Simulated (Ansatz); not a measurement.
Consider the atomization: `CC1[SiH2]B1O` → B• + 2 C• + 7 H• + O• + Si•.

Calculated with Ansatz (gas phase, PBE0-D4/def2-TZVP geometries, no zero-point term in ΔE). CBS: MP2 limit from def2 TZ/QZ plus the TZ coupled-cluster correction, frozen cores. This one scheme is used for every species, atoms too. Functionals use def2-TZVPP. No spin–orbit coupling; open shells (•) take unrestricted orbitals. Spin–orbit coupling would lower the free atoms: a little for B, C, O, Si. Each species was taken in one conformer, which may not be the lowest.

```json
{"level": "PBE0-D4", "ΔE (eV)": "47.06", "difference from CCSD(T)/CBS": "0.35"}
{"level": "ωB97M-V", "ΔE (eV)": "46.98", "difference from CCSD(T)/CBS": "0.27"}
{"level": "PBE", "ΔE (eV)": "47.55", "difference from CCSD(T)/CBS": "0.84"}
{"level": "r2SCAN", "ΔE (eV)": "47.07", "difference from CCSD(T)/CBS": "0.36"}
{"level": "HF/def2-TZVPP", "ΔE (eV)": "34.64", "difference from CCSD(T)/CBS": "-12.07"}
{"level": "SCS-MP2/def2-TZVPP", "ΔE (eV)": "46.05", "difference from CCSD(T)/CBS": "-0.66"}
{"level": "HF/def2-QZVPP", "ΔE (eV)": "34.69", "difference from CCSD(T)/CBS": "-12.02"}
{"level": "MP2/def2-QZVPP", "ΔE (eV)": "46.99", "difference from CCSD(T)/CBS": "0.28"}
{"level": "SCS-MP2/def2-QZVPP", "ΔE (eV)": "46.80", "difference from CCSD(T)/CBS": "0.09"}
{"level": "HF/CBS(def2)", "ΔE (eV)": "34.70", "difference from CCSD(T)/CBS": "-12.01"}
{"level": "CCSD(T)/CBS", "ΔE (eV)": "46.71", "difference from CCSD(T)/CBS": "0"}
```

Largest T1 diagnostic among the species: 0.014.

In def2-TZVPP, CCSD(T) changes the Hartree–Fock value by +10.95 eV (the triples alone add +0.68 eV) and MP2 by +11.69 eV; breaking electron pairs costs correlation energy, which Hartree–Fock lacks. The D4 term adds +0.38 eV with B3LYP and +0.20 eV with PBE0; it sums over pairs of atoms, weighted by their polarisabilities, and B3LYP, whose exchange is more repulsive, gets the larger term.

B3LYP here is the variant with VWN-RPA as its local correlation; programs differ in this.

For atomizations the MP2-based limit and the directly extrapolated one differ by several kJ/mol either way, and by 10 to 25 for some Ge, Se and Sn compounds, so smaller differences from it don't rank the levels.
